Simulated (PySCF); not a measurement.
# How methods differ on the excitation energy of Cl²⁺

Cl²⁺ [Ne] 3s2 3p3 (4S) → Cl²⁺ [Ne] 3s2 3p2 3d1 (high-spin determinant), as a difference of total energies. Computed with PySCF 2.14 in aug-cc-pV(T+d)Z with one added diffuse shell each of s, p, d, f type (7s6p5d3f, 71 functions), with the non-relativistic Hamiltonian (point nucleus). Correlated levels: valence: [Ne] frozen. The calculations carry no spin-orbit coupling.

```csv
method,excitation energy (cm⁻¹)
UHF,157530
MP2 (valence),153190
SCS-MP2 (valence),152780
CCSD (valence),153090
CCSD(T) (valence),149660
```

A first-order spin-orbit estimate (lowest level to lowest level, LS coupling) adds -0.064 eV.

The promoted electron is Rydberg-like, and one or two diffuse shells describe it only roughly, which tends to raise the upper state.

The coupled-cluster amplitudes are large for the upper state (T1 above 0.03 or a double amplitude above 0.15), so a single reference is strained.

The determinant of the upper state mixes LS terms, which raises its energy above the lowest term, most at the Hartree-Fock and MP2 levels.
